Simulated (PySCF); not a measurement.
B3LYP has the VWN-RPA correlation part, as in Gaussian. 

Z-matrix (Å, degrees):
```
Si
C 1 1.6901
H 2 1.0800 1 121.05
H 2 1.0800 3 117.92 1 179.94
C 1 1.7797 2 157.63 3 179.98
C 5 1.3552 1 67.62 2 179.93
H 5 1.0823 6 133.18 1 180.00
H 6 1.0823 5 133.19 7 0.01
```
Charge 0, multiplicity 1.

What is the computed HOMO–LUMO gap, HOMO and dipole moment (PySCF 2.14.0 with B3LYP-D3(BJ)/def2-TZVP)?


The HOMO–LUMO gap is 4.74 eV, the HOMO is -5.81 eV and the dipole moment comes out as 2.17 D.
